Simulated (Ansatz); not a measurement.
A search over several starts for the lowest SCF solution of [II2]- (I₃⁻) at the given spin, in a small basis.

```yaml
crystal:
  periodic: [false, false, false]
  atoms:
    - {symbol: I, position_ang: [-0.000086, -0.000050, 0.000067]}
    - {symbol: I, position_ang: [-0.019007, -0.023914, 2.996920]}
    - {symbol: I, position_ang: [0.019093, 0.023964, -2.996987]}
basis:
  gaussian: {orbitals: def2-SVP, initial_orbitals: start.molden}
total_charge: -1
hamiltonian: {xc: pbe0, dispersion: d4}
output: {orbitals: {seedname: orbitals}}
```

The file start.molden holds the orbitals of an earlier run on this structure, at another level or in another basis.

```sh
$ ansatz run in.yaml --threads 4 --pin off --events-out ev --progress --plain --max-ram 3916MiB
```

Shortened log:

```
Functional definition: PBE0
1010 factors; integrals over basis functions are off by at most 1.5e-4 eV
mean field evaluation 1: about -24307.3702 eV, gradient 3.4e1 eV
mean field evaluation 2: about -24307.7122 eV, gradient 5.2e-1 eV
mean field evaluation 4: about -24307.7542 eV, gradient 1.6e-3 eV
mean field evaluation 8: about -24306.9952 eV, gradient 1.5e1 eV
mean field evaluation 16: about -24307.7542 eV, gradient 9.9e-3 eV
mean field -24307.75421716 eV, -893.2934910932 hartree, gradient 3.9e-5 eV, S^2 0.000000; 1 other end points of the search recorded, 0 dependent functions left out
reference -24307.75423980 eV, -893.2934919251 hartree; 38, 38 occupied and 40, 40 virtual orbitals, 1010 factors
Total energy: -24307.86270568 eV, -893.2974779725 hartree
```

Run time 6 s (4 threads of Intel Xeon on a shared host).

In the def2 sets I takes a core potential; there is no spin–orbit coupling.
